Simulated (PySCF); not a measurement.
ClCrO$_{2}$ (SMILES [O]=[Cr](=[O])[Cl]), doublet, at a GFN2-xTB geometry (such geometries of metal compounds can be far from the true shape) (the multiplicity is a formal guess); PySCF with MN15/def2-SV(P).

PySCF was given this input:
```python
from pyscf import gto, scf, dft

mol = gto.M(
    atom='''
Cr    0.194902   -0.262222    0.204629
O     1.630141   -0.618315   -0.223641
O    -0.491601   -0.913483    1.419002
Cl   -0.810939    1.091042   -0.851410
''',
    basis='def2-sv(p)',
    charge=0,
    spin=1,
    verbose=3,
)

mf = dft.UKS(mol)
mf.xc = 'mn15'
mf.grids.prune = dft.gen_grid.sg1_prune
mf.kernel()
mf.analyze()
```

It wrote (shortened):

```
Traceback (most recent call last):
  File "input.py", line 19, in <module>
  File "<string>", line 2, in kernel
  File "site-packages/pyscf/scf/hf.py", line 2099, in scf
  File "site-packages/pyscf/scf/hf.py", line 132, in kernel
  File "site-packages/pyscf/dft/uks.py", line 42, in get_veff
  File "site-packages/pyscf/dft/uks.py", line 192, in initialize_grids
  File "site-packages/pyscf/dft/rks.py", line 506, in initialize_grids
  File "site-packages/pyscf/dft/gen_grid.py", line 653, in build
  File "<string>", line 6, in gen_atomic_grids
  File "site-packages/pyscf/dft/gen_grid.py", line 318, in gen_atomic_grids
  File "site-packages/pyscf/dft/gen_grid.py", line 81, in sg1_prune
IndexError: index 24 is out of bounds for axis 0 with size 19
```

The program stopped with an error.
